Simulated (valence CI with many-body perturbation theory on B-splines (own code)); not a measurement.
The numbers below are computed, except where a source is named.
**Ladder of approximations for Eu47+**

Level of theory: relativistic CI+MBPT: six valence electrons over a frozen Dirac-Fock core [Ne], a basis of 9 s, 9 p, 8 d, 6 f, 3 g, 1 h functions for each j, with the one-electron correlation potential Σ1, the two-electron term Σ2, the three-electron term Σ3, Breit, model QED; selected CI, second order for the rest, scaled by the run's own slope (own B-spline code, finite nucleus).

No measured spectrum was set against this ion. As an estimate, large intervals hold to a few tenths of a per cent, small ones and those within an open d or f shell to about a per cent. Among the levels kept, up to 1100 cm⁻¹ of a level comes from second order outside the variational space, and about a tenth of that is noise between levels of different J, which matters for small intervals.

Each rung adds one term. CI alone is the Dirac-Coulomb CI over the frozen core; QED comes last and gives the full result, which names the levels. Energies are above (3s^2 3p1/2^2 3p3/2^2) J=2 on the same rung, in cm⁻¹.

Levels are named by their leading jj configuration (3d3/2^4 stands for four electrons in 3d with j = 3/2), which in mixed levels can hold well under half, so a name can repeat and another be missing. Letters in brackets count levels of one name in rising energy.

```
                             Level  CI alone     + Σ1     + Σ2     + Σ3  + Breit     Full
        (3s^2 3p1/2^2 3p3/2^2) J=0    126600   126610   126357   125949   128044   128003
          (3s^2 3p1/2 3p3/2^3) J=1   1298170  1299140  1300370  1300400  1284790  1286700
          (3s^2 3p1/2 3p3/2^3) J=2   1366500  1367470  1368390  1368190  1350420  1352330
    (3s^2 3p1/2^2 3p3/2 3d3/2) J=2   1548310  1546580  1543670  1542320  1537820  1534770
    (3s^2 3p1/2^2 3p3/2 3d3/2) J=1   1596620  1594910  1592020  1590570  1586500  1583300
    (3s^2 3p1/2^2 3p3/2 3d3/2) J=0   1599830  1598110  1595680  1594240  1592470  1589280
    (3s^2 3p1/2^2 3p3/2 3d3/2) J=3   1607220  1605530  1602740  1601090  1593940  1590960
    (3s^2 3p1/2^2 3p3/2 3d5/2) J=4   1889840  1888980  1886390  1884760  1868220  1866060
    (3s^2 3p1/2^2 3p3/2 3d5/2) J=2   1908570  1907700  1904650  1903300  1889380  1886460
    (3s^2 3p1/2^2 3p3/2 3d5/2) J=3   2056300  2055390  2050460  2047740  2032570  2030360
    (3s^2 3p1/2^2 3p3/2 3d5/2) J=1   2119450  2118590  2114540  2111590  2099340  2096960
          (3s 3p1/2^2 3p3/2^3) J=2   2476250  2475390  2473710  2474530  2470170  2455660
          (3s 3p1/2^2 3p3/2^3) J=1   2613600  2612760  2610570  2611130  2604710  2592830
                (3s^2 3p3/2^4) J=0   2712410  2714330  2716310  2715970  2684200  2687840
(3s^2 3p1/2 3p3/2^2 3d3/2) J=2 [a]   2789270  2788510  2786850  2785910  2763670  2762590
    (3s^2 3p1/2 3p3/2^2 3d3/2) J=0   2794330  2793570  2792290  2791360  2770210  2768810
(3s^2 3p1/2 3p3/2^2 3d3/2) J=1 [a]   2799880  2799110  2797180  2796240  2776480  2774140
(3s^2 3p1/2 3p3/2^2 3d3/2) J=3 [a]   2844460  2843730  2842050  2840820  2815350  2814300
    (3s^2 3p1/2 3p3/2^2 3d3/2) J=4   2908810  2908060  2906400  2904770  2876790  2875720
```

**Question.** How does the ionisation energy move along the ladder, and which term matters most?

**Answer.** CI alone 4035.2, + Σ1 4036.1, + Σ2 4036.3, + Σ3 4035.6, + Breit 4032.6, + QED 4032.4 eV. The largest step is Breit, -3.0 eV. NIST lists 4031 ± 4 eV (theoretical).
